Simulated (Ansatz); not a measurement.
H₇Si₃, SMILES [SiH3][SiH][SiH3] (connectivity only; charge and spin as stated), charge +1, multiplicity 1.

Coordinates come from a PBE0-D3(BJ)/def2-SVP optimisation. The spin state was assumed, not searched. The isomer is the one that the SMILES or the coordinates give; other isomers of the formula were not compared.

Two levels are set side by side: PBE/def2-SVPD (Ansatz, an electronic-structure program) and CAM-B3LYP/def2-SVPD (Ansatz). Energy differences of separate SCF runs at the same geometry; the states with an electron removed or added have multiplicity 2 and 2. Differences are taken from unrounded values.

```tsv
quantity	CAM-B3LYP
vertical ionisation energy (eV)	15.36
vertical electron affinity (eV)	7.08
vertical singlet–triplet gap (eV)	2.52
```

Problem. What does PBE give, and how far is it from CAM-B3LYP? (An estimate is asked for; the answer gives what the named calculation found.)

Solution. 
```json
[
 {"quantity": "vertical ionisation energy (eV)", "PBE": "15.03", "PBE minus CAM-B3LYP": "-0.33"},
 {"quantity": "vertical electron affinity (eV)", "PBE": "7.10", "PBE minus CAM-B3LYP": "0.02"},
 {"quantity": "vertical singlet–triplet gap (eV)", "PBE": "2.26", "PBE minus CAM-B3LYP": "-0.26"}
]
```
